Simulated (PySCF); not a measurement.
Simulation results for CH$_{5}$AlNSi, AlH$_{3}$N$_{2}$, AlH$_{4}$N$_{2}$Si, Al$_{2}$H$_{3}$NO

Computed with PySCF 2.14.0. Calculation on a computer-drawn molecule: the log of a Hartree-Fock and frozen-core CCSD(T) single point meant for a local Hartree-Fock minimum, with one planted fault or none, to be diagnosed. Offsets are logged minus clean, where the clean run is the same molecule without the fault. The reference is restricted for singlets and unrestricted otherwise, and also for a bond in bohr or an excited solution. Adding or removing an electron swaps singlet and doublet. The excited solution moves the top pair (singlet) or top alpha electron (doublet) to the lowest empty orbital. Highest occupied and lowest empty are orbital energies over both spins, largest force is the largest gradient component, triples share is (T) over the correlation energy, the T1 limit is 0.02 restricted and 0.045 unrestricted, electrons count all cores, a negative frequency is imaginary (commonest isotopes), and the dipole is about the centre of nuclear charge.

Common to all runs: meant charge 0; meant basis cc-pV(D+d)Z; logged SCF converged yes; logged CC converged yes; logged SCF stable within its kind yes; possible faults no fault, one electron removed, one electron added, multiplicity raised by two, geometry at a saddle point, SCF held on an excited solution, minimal basis STO-3G, one bond length entered in bohr, all coordinates scaled.

(1) CH$_{5}$AlNSi

Logged structure:
```xyz
9
CH5AlNSi
N      2.2906     3.5293    -2.5384
Al     1.2704     2.4427    -1.9752
C      0.0414     1.1005    -1.2895
Si     0.7766    -0.6173    -1.0020
H      2.9202     4.2087    -2.8876
H     -0.7919     1.0224    -1.9966
H     -0.3708     1.4788    -0.3474
H      1.8748    -0.5536    -0.0058
H      1.2931    -1.1819    -2.2736
```

```
meant multiplicity                   : 2
logged electrons                     : 45
logged basis functions               : 33
logged spin squared                  : 0.7523
logged highest occupied              : -4.453 eV
logged lowest empty                  : 6.1287 eV
logged largest force                 : 0.083338 hartree/bohr
logged T1 diagnostic                 : 0.027367
logged D1 diagnostic                 : 0.091118
logged triples share                 : 0.052138
logged dipole magnitude              : 3.3658 debye
logged energy HF                     : -618.51955 hartree
logged energy CCSD(T)                : -618.76576 hartree
planted fault                        : minimal basis STO-3G
HF energy offset from clean run      : 4698 kcal/mol
CCSD(T) energy offset from clean run : 4869 kcal/mol
```

Drawn bonds:
| atom | other atom | order |
| --- | --- | --- |
| 1 | 2 | 2 |
| 2 | 3 | 1 |
| 3 | 4 | 1 |
| 1 | 5 | 1 |
| 3 | 6 | 1 |
| 3 | 7 | 1 |
| 4 | 8 | 1 |
| 4 | 9 | 1 |

(2) AlH$_{3}$N$_{2}$

Logged structure:
```xyz
6
AlH3N2
N      0.3338     0.3690     3.7713
Al     1.4673    -0.4513     3.0157
N      2.7153    -1.3538     2.1866
H     -0.3730     0.8801     4.2377
H      3.5592    -0.9603     1.8160
H      2.6714    -3.2188     1.8597
```

```
meant multiplicity                   : 1
logged electrons                     : 30
logged basis functions               : 66
logged spin squared                  : 0.7385
logged highest occupied              : -8.6875 eV
logged lowest empty                  : 0.65488 eV
logged largest force                 : 0.027988 hartree/bohr
logged T1 diagnostic                 : 0.069853
logged D1 diagnostic                 : 0.29239
logged triples share                 : 0.041663
logged dipole magnitude              : 3.4347 debye
logged energy HF                     : -352.39549 hartree
logged energy CCSD(T)                : -352.82866 hartree
planted fault                        : one bond length entered in bohr, row 5 of the drawn bonds
HF energy offset from clean run      : 92.81 kcal/mol
CCSD(T) energy offset from clean run : 94.37 kcal/mol
```

Drawn bonds:
| atom | other atom | order |
| --- | --- | --- |
| 1 | 2 | 2 |
| 2 | 3 | 1 |
| 1 | 4 | 1 |
| 3 | 5 | 1 |
| 3 | 6 | 1 |

Notes: T1 above single-reference limit.

(3) AlH$_{4}$N$_{2}$Si

Logged structure:
```xyz
8
AlH4N2Si
N     -1.3968    -0.8591     1.7010
Al    -1.1792    -0.5714     0.1532
N     -0.9723    -0.2688    -1.5756
Si     0.4917    -0.0245    -2.4867
H     -1.4984    -1.0290     2.6702
H     -1.8109    -0.2553    -2.1344
H      1.6035    -0.0222    -1.5031
H      0.4702     1.2570    -3.2378
```

```
meant multiplicity                   : 2
logged electrons                     : 45
logged basis functions               : 94
logged spin squared                  : 0.7539
logged highest occupied              : -8.7846 eV
logged lowest empty                  : 1.3843 eV
logged largest force                 : 3.771e-05 hartree/bohr
logged lowest frequency              : 101.63 cm⁻¹
logged T1 diagnostic                 : 0.020762
logged D1 diagnostic                 : 0.059493
logged triples share                 : 0.032222
logged dipole magnitude              : 3.4578 debye
logged energy HF                     : -642.04764 hartree
logged energy CCSD(T)                : -642.57844 hartree
planted fault                        : no fault
HF energy offset from clean run      : 0 kcal/mol
CCSD(T) energy offset from clean run : 0 kcal/mol
```

Drawn bonds:
| atom | other atom | order |
| --- | --- | --- |
| 1 | 2 | 2 |
| 2 | 3 | 1 |
| 3 | 4 | 1 |
| 1 | 5 | 1 |
| 3 | 6 | 1 |
| 4 | 7 | 1 |
| 4 | 8 | 1 |

(4) AlH$_{4}$N$_{2}$Si

Structure as in entry 3.

```
meant multiplicity                   : 2
logged electrons                     : 46
logged basis functions               : 94
logged spin squared                  : 0
logged highest occupied              : -0.41203 eV
logged lowest empty                  : 5.8997 eV
logged largest force                 : 0.067756 hartree/bohr
logged T1 diagnostic                 : 0.024966
logged D1 diagnostic                 : 0.086804
logged triples share                 : 0.032711
logged dipole magnitude              : 5.85 debye
logged energy HF                     : -642.02617 hartree
logged energy CCSD(T)                : -642.58734 hartree
planted fault                        : one electron added
HF energy offset from clean run      : 13.47 kcal/mol
CCSD(T) energy offset from clean run : -5.587 kcal/mol
```

Drawn bonds:
| atom | other atom | order |
| --- | --- | --- |
| 1 | 2 | 2 |
| 2 | 3 | 1 |
| 3 | 4 | 1 |
| 1 | 5 | 1 |
| 3 | 6 | 1 |
| 4 | 7 | 1 |
| 4 | 8 | 1 |

Notes: T1 above single-reference limit.

(5) Al$_{2}$H$_{3}$NO

Logged structure:
```xyz
7
Al2H3NO
N     -0.1932     1.6596     0.0066
Al    -1.2322     0.6403    -0.6268
O     -2.3151    -0.4225    -1.2873
Al    -3.4236    -1.5120    -1.9606
H      0.4535     2.2948     0.4020
H     -4.6444    -0.9260    -2.7583
H     -3.1700    -3.0489    -1.7504
```

```
meant multiplicity                   : 1
logged electrons                     : 44
logged basis functions               : 89
logged spin squared                  : 0
logged highest occupied              : -8.9629 eV
logged lowest empty                  : 1.2714 eV
logged largest force                 : 2.136e-05 hartree/bohr
logged lowest frequency              : 69.189 cm⁻¹
logged T1 diagnostic                 : 0.019261
logged D1 diagnostic                 : 0.048079
logged triples share                 : 0.027607
logged dipole magnitude              : 3.2182 debye
logged energy HF                     : -614.9544 hartree
logged energy CCSD(T)                : -615.46668 hartree
planted fault                        : no fault
HF energy offset from clean run      : 0 kcal/mol
CCSD(T) energy offset from clean run : 0 kcal/mol
```

Drawn bonds:
| atom | other atom | order |
| --- | --- | --- |
| 1 | 2 | 2 |
| 2 | 3 | 1 |
| 3 | 4 | 1 |
| 1 | 5 | 1 |
| 4 | 6 | 1 |
| 4 | 7 | 1 |
